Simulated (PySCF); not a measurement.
## A ladder of Hamiltonians for Zn²⁶⁺ (zinc, charge +26)

Occupied: 1s1/2, 2s1/2. Hartree-Fock calculated with PySCF 2.14 in an uncontracted even-tempered set (19 s from 2.7 bohr⁻², ratio 2.3; 13 p from 3.2 bohr⁻², ratio 2.3), Gaussian nucleus throughout. NR is non-relativistic, sf-X2C the spin-free one-electron X2C Hamiltonian, X2C adds the bare one-electron spin-orbit term, X2C-SNSO screens it by Boettger's factors, DC is four-component Dirac-Coulomb, and the Gaunt and Breit terms are added at first order (total energies over the DC spinors, levels after relaxing the spinors in that mean field). QED terms are absent. Levels marked empty are virtual spinors of this ion.

```tsv
Hamiltonian	E (hartree)
NR	-1078.6723
sf-X2C	-1092.0619
X2C	-1092.0619
X2C-SNSO	-1092.0619
DC	-1092.2696
DC+Gaunt	-1091.8398
DC+Breit	-1091.8479
```

```tsv
level (eV)	NR	sf-X2C	X2C	X2C-SNSO	DC	DC+Gaunt	DC+Breit
1s1/2	-11430.6	-11560.5	-11560.5	-11560.5	-11565.5	-11555.2	-11555.3
2s1/2	-2626.4	-2664.2	-2664.2	-2664.2	-2664.7	-2663.6	-2663.7
2p1/2 (empty)	-2462.2	-2475.5	-2496.2	-2494.8	-2495.1	-2493.2	-2493.5
2p3/2 (empty)	-2462.2	-2475.5	-2465.6	-2466.2	-2466.3	-2465.1	-2465.4
3s1/2 (empty)	-1083.8	-1096.0	-1096.0	-1096.0	-1096.1	-1095.8	-1095.8
```

Question: How large are the two-electron picture-change error of X2C and the Breit correction in the total energy?

Answer: X2C-1e lies 0.2077 hartree above Dirac-Coulomb; Gaunt adds 0.4298 and the full Breit term 0.4217 hartree.

```
interval (eV)    X2C  X2C-SNSO     DC  DC+Gaunt  DC+Breit
2p3/2 − 2p1/2  30.65     28.58  28.85     28.03     28.03
```

Weight of the small component: 1s1/2 0.0119, 2s1/2 0.00268, 2p1/2 0.00261, 2p3/2 0.00257, 3s1/2 0.00109.

Koopmans' value for the highest occupied level at DC+Breit: 2663.7 eV, against an ionisation energy of 2669.9 ± 2.5 eV (semi-empirical (NIST evaluation); NIST Atomic Spectra Database, ionization energies); the former lacks relaxation, correlation, QED and recoil.

The whole ladder took 85 s of wall time on 1 thread of Neoverse-N1 (shared host), launched as `OMP_NUM_THREADS=1 python relrun2.py TASK.json OUT` (a driver that calls PySCF for each Hamiltonian).
